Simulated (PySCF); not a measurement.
A structure optimised at B3LYP-D3(BJ)/def2-TZVP, used in a PySCF frequency run:

```xyz
5

B      0.5752    -0.5722     0.0000
H      1.7509    -0.7128     0.0000
Cl    -0.0973     1.0715     0.0000
O     -0.2254    -1.6494     0.0000
H     -1.1695    -1.4479     0.0000
```
Charge 0, spin multiplicity 1.

### Question
Write its SMILES, formula and point group.

### Answer
OBCl, BClH2O, Cs

### Question
What are its rotational constants (standard atomic weights)?

### Answer
55.024, 5.6005, 5.0831 GHz
